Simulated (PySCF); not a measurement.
How methods differ on the electron affinity of Ga

Ga⁻ [Ar] 3d10 4s2 4p2 (3P) → Ga [Ar] 3d10 4s2 4p1 (2P), as a difference of total energies. All numbers are calculated (PySCF 2.14, the spin-free X2C one-electron Hamiltonian (Gaussian nucleus), in aug-cc-pVTZ-DK). Correlated levels: valence: [Ar] 3d10 frozen. The calculations carry no spin-orbit coupling.

```json
{"method": "UHF", "electron affinity (eV)": "-0.074"}
{"method": "LDA", "electron affinity (eV)": "0.539"}
{"method": "PBE", "electron affinity (eV)": "0.440"}
{"method": "PBE0", "electron affinity (eV)": "0.389"}
{"method": "r2SCAN", "electron affinity (eV)": "0.475"}
{"method": "CAM-B3LYP", "electron affinity (eV)": "0.266"}
{"method": "B3LYP", "electron affinity (eV)": "0.367"}
{"method": "TPSS", "electron affinity (eV)": "0.364"}
{"method": "revPBE", "electron affinity (eV)": "0.401"}
{"method": "MP2 (valence)", "electron affinity (eV)": "0.238"}
{"method": "SCS-MP2 (valence)", "electron affinity (eV)": "0.139"}
```

A first-order spin-orbit estimate (lowest level to lowest level, LS coupling) adds -0.024 eV.

Errors of the correlated levels include the incompleteness of this basis and the frozen core.

A negative affinity means that the anion lies above the atom at that level of theory.

In the anion the highest occupied orbital energy is positive at LDA, PBE, PBE0, r2SCAN, CAM-B3LYP, B3LYP, TPSS, revPBE; the basis confines that electron, and the energy difference can still be sensible.

For comparison: 0.301 eV (measured; photodetachment measurements, as compiled on the Wikipedia data page of electron affinities).
